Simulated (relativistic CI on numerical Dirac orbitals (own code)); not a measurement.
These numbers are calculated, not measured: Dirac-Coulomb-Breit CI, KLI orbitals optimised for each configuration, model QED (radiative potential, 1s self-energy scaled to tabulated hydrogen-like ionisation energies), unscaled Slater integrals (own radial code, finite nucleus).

Configurations in the expansion (outside the closed core [Ne]): 3s²3p⁶3d⁹, 3s²3p⁵3d¹⁰, 3s3p⁶3d¹⁰, 3s²3p⁶3d⁸4s, 3s²3p⁶3d⁸4p, 3s²3p⁴3d¹⁰4s, 3s²3p⁶3d⁸4d, 3s²3p⁴3d¹⁰4p, 3s²3p⁵3d⁹4s, 3s²3p⁶3d⁸4f, 3s²3p⁴3d¹⁰4d, 3s²3p⁵3d⁹4p, 3s3p⁵3d¹⁰4s, 3s3p⁵3d¹⁰4p, 3s²3p⁶3d⁷4s², 3s²3p⁵3d⁹4d, 3s3p⁶3d⁹4s, 3s²3p⁶3d⁷4s4p, 3s3p⁵3d¹⁰4d, 3p⁶3d¹⁰4s, 3s²3p⁵3d⁹4f, 3s²3p⁶3d⁸5s, 3s²3p⁶3d⁷4p², 3s²3p⁶3d⁷4s4d, 3s3p⁶3d⁹4p, 3s²3p⁶3d⁸5p, 3p⁶3d¹⁰4p, 3s²3p⁵3d⁸4s², 3s²3p⁶3d⁸5d, 3s²3p⁶3d⁷4p4d, 3p⁶3d¹⁰4d, 3s²3p⁶3d⁸5f, 3s3p⁶3d⁹4d, 3s²3p⁵3d⁸4s4p, 3s²3p⁶3d⁸5g, 3s²3p⁶3d⁷4d². Levels of other configurations are missing.

At this charge energies of transitions that change n are usually good to better than 1 %, and those within a shell (Δn = 0) to a few per cent.

Outline of the computed level scheme of Au LIII. Lowest level of each configuration: 3s²3p⁶3d⁹ ²D5/2 at 0.00 eV; 3s²3p⁵3d¹⁰ ²P°3/2 at 511.65 eV; 3s3p⁶3d¹⁰ ²S1/2 at 1204.78 eV; 3s²3p⁶3d⁸4s ⁴F9/2 at 1907.30 eV; 3s²3p⁶3d⁸4p ⁴D°7/2 at 2015.03 eV.

Some strong electric-dipole decays among the lowest 45 levels: 3s²3p⁶3d⁸4p ²D°3/2 → 3s²3p⁶3d⁹ ²D3/2 (1.5e+13 s⁻¹); 3s²3p⁶3d⁸4p ²P°3/2 → 3s²3p⁶3d⁹ ²D5/2 (1.4e+13 s⁻¹); 3s²3p⁶3d⁸4p ²D°5/2 → 3s²3p⁶3d⁹ ²D5/2 (1.1e+13 s⁻¹); 3s²3p⁶3d⁸4p ²D°5/2 → 3s²3p⁶3d⁹ ²D5/2 (1.1e+13 s⁻¹); 3s²3p⁶3d⁸4p ²F°7/2 → 3s²3p⁶3d⁹ ²D5/2 (1.0e+13 s⁻¹); 3s²3p⁵3d¹⁰ ²P°1/2 → 3s²3p⁶3d⁹ ²D3/2 (9.3e+12 s⁻¹); 3s²3p⁶3d⁸4p ²F°7/2 → 3s²3p⁶3d⁹ ²D5/2 (8.7e+12 s⁻¹); 3s²3p⁶3d⁸4p ⁴D°3/2 → 3s²3p⁶3d⁹ ²D5/2 (8.5e+12 s⁻¹).

LS names give the leading component of a level, which can be under half, so a name can repeat, a term be missing and a line seem to break the LS rules.
